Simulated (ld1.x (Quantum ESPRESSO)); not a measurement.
## Logarithmic derivatives: Mn (Z = 25), RRKJ

Mn (Z = 25), norm-conserving RRKJ (Kleinman–Bylander form), made with ld1.x (Quantum ESPRESSO) 7.5 (BP86, scalar-relativistic). Core [Ne], reference 3s2 3p6 3d5 4s2 4p0. Waves: 3s (bound): rc 1.15 bohr; 3d (bound): rc 0.90 bohr; 3p (bound): rc 1.40 bohr. Local part: the p channel. Core correction: none.

Occupied shells without a wave of their own: 4s. They enter only through the test configuration that unscreens the potential.

The phase is arctan(r·u′/u) with u = r·R(r), unwrapped; energies in Ry, scanned from -8 to 5 Ry. A pole is an energy at which the radial function vanishes at the test radius. The pseudo phase is shifted by a multiple of π to meet the all-electron one at the reference energy, and phase errors are pseudo minus all-electron; the curves can meet again beyond the range given. Levels narrower than the energy grid can be missing from the lists of poles.

Question: For each channel, where are the poles, and over which energies does the pseudopotential scatter like the atom?

Answer:

```tsv
channel	radius (bohr)	reference energy (Ry)	poles, all-electron	poles, pseudo	unbroken range about the reference energy with phases within 0.05 rad	phase error 1 Ry above the reference energy (rad)
s	1.55	-6.32	-5.65	-5.65	below 1.3	-0.001
p	1.55	-4.02	-3.13	-3.13	below 3.3	-0.001
d	1.55	-0.51	0.83	0.83	the whole range	+0.000
```

Phases in the p channel:

```csv
E (Ry),all-electron,pseudo
-8.00,1.277,1.276
-7.76,1.267,1.266
-7.52,1.256,1.255
-7.28,1.243,1.242
-7.04,1.228,1.227
-6.80,1.210,1.209
-6.56,1.188,1.188
-6.32,1.162,1.161
-6.08,1.129,1.128
-5.84,1.084,1.083
-5.60,1.023,1.021
-5.36,0.931,0.930
-5.12,0.784,0.782
-4.88,0.518,0.516
-4.64,0.029,0.027
-4.40,-0.604,-0.605
-4.16,-1.042,-1.042
-3.92,-1.278,-1.278
-3.68,-1.412,-1.412
-3.44,-1.497,-1.498
-3.20,-1.556,-1.557
-2.96,-1.600,-1.601
-2.72,-1.635,-1.635
-2.48,-1.663,-1.664
-2.24,-1.687,-1.688
-2.00,-1.708,-1.709
-1.76,-1.727,-1.728
-1.52,-1.745,-1.746
-1.28,-1.761,-1.763
-1.04,-1.777,-1.779
-0.80,-1.793,-1.795
-0.56,-1.808,-1.811
-0.32,-1.824,-1.827
-0.08,-1.840,-1.844
0.16,-1.856,-1.861
0.40,-1.873,-1.879
0.64,-1.892,-1.898
0.88,-1.911,-1.919
1.12,-1.932,-1.941
1.36,-1.955,-1.966
1.60,-1.980,-1.993
1.84,-2.009,-2.023
2.08,-2.040,-2.057
2.32,-2.075,-2.096
2.56,-2.116,-2.142
2.80,-2.163,-2.195
3.04,-2.218,-2.257
3.28,-2.282,-2.331
3.52,-2.359,-2.421
3.76,-2.451,-2.529
4.00,-2.561,-2.659
4.24,-2.692,-2.813
4.48,-2.846,-2.990
4.72,-3.019,-3.181
4.96,-3.204,-3.376
```
